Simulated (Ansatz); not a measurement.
Li₂I₃⁻. Total charge -1; singlet. Geometry r2SCAN-D4/def2-SVPD; atoms count from 1.

Cartesian coordinates in Å:
```
Li -0.658 -1.318 1.687
Li 0.257 0.509 -0.653
I 0.988 2.038 -2.587
I -1.056 -2.106 -0.682
I 0.468 0.877 2.235
```

In the def2 sets I takes a core potential; there is no spin–orbit coupling. The structure comes from a short search, and lower isomers may exist.

Question: Estimate the Mulliken populations from the PBE0/def2-TZVPD orbitals of Ansatz.

Answer: 
```json
{"atom": "Li1", "charge (e)": "0.66"}
{"atom": "Li2", "charge (e)": "0.63"}
{"atom": "I3", "charge (e)": "-0.79"}
{"atom": "I4", "charge (e)": "-0.75"}
{"atom": "I5", "charge (e)": "-0.75"}
```
Mulliken values depend strongly on the basis. With diffuse functions, as here, like atoms can get unlike values, and bond orders can come out too low or too high.

Question: And the Mayer bond orders between heavy atoms (over 0.3)?

Answer: Li2–I3 0.49 (2.57 Å).
